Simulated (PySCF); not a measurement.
Simulated absorption spectrum

C3H5AlCl3N.
Geometry (PBE0-D3(BJ)/def2-SVP, Å), atoms numbered from 1 in this order:
```
atom  x, y, z in Å
C1     2.3532    0.6545    0.8253
C2     1.1904    0.8730    0.0028
N3     0.2299    0.9942   -0.6220
Al4   -1.6181    0.4188   -1.1883
C5    -1.5153   -1.2107    0.0283
Cl6   -1.2913   -0.7410    1.7530
Cl7   -0.1527   -2.2958   -0.4207
Cl8   -3.0505   -2.1043   -0.1332
H9     2.0259    0.1003    1.7183
H10    2.8034    1.6115    1.1235
H11    3.0894    0.0507    0.2758
H12   -1.4740    0.0770   -2.7329
H13   -2.5843    1.5551   -0.6409
```

Computed with PySCF 2.14.0, density-fitted response routines, TDDFT CAM-B3LYP/def2-SVPD, vertical, gas phase, core orbitals frozen in the response.

Computed states:

```csv
state,E (eV),f
S1,5.57,0.015
S2,5.89,0.047
S3,6.10,0.0025
S4,6.18,0.0001
S5,6.38,0.011
S6,6.51,0.0011
S7,6.59,0.089
S8,6.67,0.019
S9,6.90,0.011
S10,7.00,0.028
```

Broadening: Gaussians 0.3 eV wide at half height, area fixed by f = 4.319×10⁻⁹ ∫ε dν̃. The cross-section is σ = 3.8235×10⁻²¹ ε cm², given in Mb (10⁻¹⁸ cm²). The width is an assumption, not a result. The curve ends short of the highest state used, and states not computed would add to its high-energy end.

Task: What does the envelope look like, and where are its maxima?

Result: 
(λ (nm), σ (Mb)): (193.7, 14.45), (194.8, 10.51), (195.9, 7.56), (197.1, 5.32), (198.2, 4.01), (199.3, 3.32), (200.4, 3.19), (201.6, 3.68), (202.7, 4.72), (203.8, 6.30), (205.0, 8.51), (206.1, 10.79), (207.2, 13.01), (208.4, 15.01), (209.5, 16.17), (210.6, 16.50), (211.7, 16.00), (212.9, 14.70), (214.0, 13.07), (215.1, 11.34), (216.3, 9.62), (217.4, 8.35), (218.5, 7.44), (219.6, 6.84), (220.8, 6.41), (221.9, 6.10), (223.0, 5.76), (224.2, 5.29), (225.3, 4.75), (226.4, 4.12), (227.6, 3.38), (228.7, 2.71), (229.8, 2.09), (230.9, 1.56), (232.1, 1.08), (233.2, 0.75), (234.3, 0.50), (235.5, 0.31), (236.6, 0.19), (237.7, 0.11), (238.9, 0.06), (240.0, 0.04), (241.1, 0.02), (242.2, 0.01)

Maxima: 210 nm (5.89 eV), ε about 4300, made up of S2 (97%) (ε in L mol⁻¹ cm⁻¹; maxima over ε = 5, shares over 10%). At its high-energy end, 6.40 eV, the curve is still rising (ε about 3800, from S5 and S7).

Task: On this curve, what absorbance would a 10⁻³ mol/L sample give at 222 nm over a 1 cm path?

Result: 222 nm is 5.585 eV, where ε is about 1600 L mol⁻¹ cm⁻¹, so A = ε c l ≈ 1.6 (Beer–Lambert, with the gas-phase spectrum and the assumed width).

Task: What would ε be at 5.89 eV, the highest of these maxima, with half the width (0.15 eV)?

Result: About 8400 L mol⁻¹ cm⁻¹ against 4320, a factor of about 1.9; a lone state at its own centre would give exactly 2.

Task: Coming from long wavelengths, where does ε first pass 100 L mol⁻¹ cm⁻¹?

Result: At about 235 nm (5.28 eV), 0.29 eV below S1.

The vertical ionisation energy (ΔSCF) is 9.39 eV, 2.39 eV above S10.

One conformer stands for the species.
